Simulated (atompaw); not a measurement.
Pseudopotential generation for Zn (Z = 30): PAW (atompaw), PBEsol, scalar-relativistic.

Input for atompaw 4.2.0.5:

```
Zn 30
GGA-PBESOL scalarrelativistic loggrid 1500 logderivrange -11 5 401
4 4 3 0 0 0
4 1 0
0 0 0
c
c
v
v
c
v
v
v
2
1.45 1.30 1.35 1.25
n
n
y
0.35
n
custom polynom2 7 10 vanderbiltortho besselshape
bessel
0.90
1.10
0.90
1.45
1.45
1.30
PWSCFOUT
UPFDX 0.0125d0 UPFXMIN -7.d0 UPFZMESH 30.d0
END
```

Command:

```bash
atompaw < Zn.input > Zn.log
```

The program printed (summary file):

```
Completed calculations for Zn (AE)

 Exchange-correlation type: GGA, Perdew-Burke-Ernzerhof modified (PBEsol)

 Radial integration grid is logarithmic
 r0 =   2.7940573E-04 h =   8.3821719E-03   n =      1500 rmax =   8.0000000E+01

 Scalar relativistic calculation

 AEatom converged in  44 iterations
   nz     =  30.00
   delta  =       1.273166012635E-17

 All Electron Orbital energies:
  n  l      occupancy      energy
  1  0      2.0000000E+00 -6.9950447E+02
  2  0      2.0000000E+00 -8.5058369E+01
  3  0      2.0000000E+00 -9.4756721E+00
  4  0      2.0000000E+00 -4.4086323E-01
  2  1      6.0000000E+00 -7.3753320E+01
  3  1      6.0000000E+00 -6.1192042E+00
  4  1      0.0000000E+00 -7.9042663E-02
  3  2      1.0000000E+01 -7.4739598E-01

 Total energy
   Total                    :    -3589.20172691634798

 ---
 Completed calculations for Zn (SC)

 Exchange-correlation type: GGA, Perdew-Burke-Ernzerhof modified (PBEsol)

 Radial integration grid is logarithmic
 r0 =   2.7940573E-04 h =   8.3821719E-03   n =      1500 rmax =   8.0000000E+01

 Scalar relativistic calculation

 SCatom converged in   1 iterations
   nz     =  30.00
   delta  =       9.393904242798E-18

 Valence Electron Orbital energies:
  n  l      occupancy      energy
   3  0      2.0000000E+00 -9.4756721E+00
   4  0      2.0000000E+00 -4.4086323E-01
   3  1      6.0000000E+00 -6.1192042E+00
   4  1      0.0000000E+00 -7.9042663E-02
   3  2      1.0000000E+01 -7.4739598E-01

 Total energy
   Total                    :    -3589.20172691592870
   Valence                  :     -546.99808921355486

 PAW parameters:
       lmax =            2
         rc =    1.4552241739300231
        irc =         1022
   rc_shape =    1.3049563869286900
    rc_vloc =    1.3608224614126316
    rc_core =    1.2513833210384362
   Vloc: truncated form - Vps(r)=A.sin(qr)/r for r<rc
   Projector type: improved polynomial pseudization + Vanderbilt ortho.
   Bessel compensation charge shape zeroed at   1.3050E+00

 Number of basis functions     6
 No.   n  nodes  l      Energy         Cp coeff         Occ
  1    3    2    0   -0.9475672E+01  0.2154343E+00  0.2000000E+01
  2    4    3    0   -0.4408632E+00  0.2721254E+02  0.2000000E+01
  3    3    1    1   -0.6119204E+01 -0.2179311E+00  0.6000000E+01
  4    4    2    1   -0.7904266E-01  0.2820857E+02  0.0000000E+00
  5    3    0    2   -0.7473960E+00 -0.4709947E+01  0.1000000E+02
  6  999    1    2    0.3500000E+00 -0.7405575E-01  0.0000000E+00

 Eigenvalues of overlap operator (in the basis of projectors):
    1        3.82590113E-01
    2        7.65272895E-01
    3        1.28308506E+00
    4        1.59698620E+03
    5        5.07196101E+03
    6        2.24040558E+05

 Orbital leakage outside PAW augmentation regions
   orb  is_core?  %out_of_sphere
   1 0    T          -0.00
   2 0    T           0.00
   3 0    F           0.99
   4 0    F          90.47
   2 1    T           0.00
   3 1    F           2.12
   4 1    F          97.76
   3 2    F          13.58

 Summary of PAW energies
   Total valence energy     :   -546.99908616953064
   Smooth energy            :    109.39754694484779
   One center               :   -656.39663311437846
   Smooth kinetic           :     63.99560319591843
   Vloc energy              :     26.11356474014710
   Smooth exch-corr         :    -12.78045888128166
   One-center xc            :   -127.35412778648653
```

The run took about 10 s on one core of a shared server CPU.
